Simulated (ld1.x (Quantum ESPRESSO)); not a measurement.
## Building the ultrasoft potential for rubidium (Rb) (LDA (PZ), fully relativistic).

rubidium, ultrasoft, made with ld1.x (Quantum ESPRESSO) 7.5 (LDA (PZ), fully relativistic). Core [Ar] 3d10 4s2, reference 4p6 5s1 5p0. Waves: 5s (bound): rcut 3.85, rcutus 4.30 bohr; 5s channel at 2.15 Ry: rcut 3.85, rcutus 4.30 bohr; 4p (bound): rcut 2.45, rcutus 3.25 bohr; 5p (bound, empty): rcut 2.45, rcutus 3.25 bohr; 4d channel at 0.15 Ry: rcut 2.75, rcutus 3.60 bohr; 4d channel at 2.1 Ry: rcut 2.75, rcutus 3.60 bohr. Local part: all-electron potential smoothed inside 3.75 bohr (lloc = -1). Core correction: a·sin(br)/r model core inside 3.35 bohr. Augmentation charge: PSQ, inside the norm-conserving radii.

Open shells are filled in proportion to 2j + 1 (rel_dist='average').

All-electron outer shells of the reference configuration (LDA (PZ), scalar-relativistic, ld1.x):

| shell | level (eV) | outermost node (bohr) | outermost maximum (bohr) |
| --- | --- | --- | --- |
| 4s | -31.97 | 0.62 | 1.25 |
| 4p | -16.03 | 0.64 | 1.42 |
| 5s | -2.37 | 1.79 | 4.22 |
| 5p | -0.79 | 2.20 | 6.14 |

Q: Is a potential produced?

A: No. ld1.x (Quantum ESPRESSO) 7.5 stopped with "run_pseudo: Errors in PS-KS equation": the pseudo-atom solver did not find the valence states with the expected number of nodes, which is the usual sign of a ghost state. Before that it printed "Warning: n=1, l=0 expected 0 nodes, found 1".
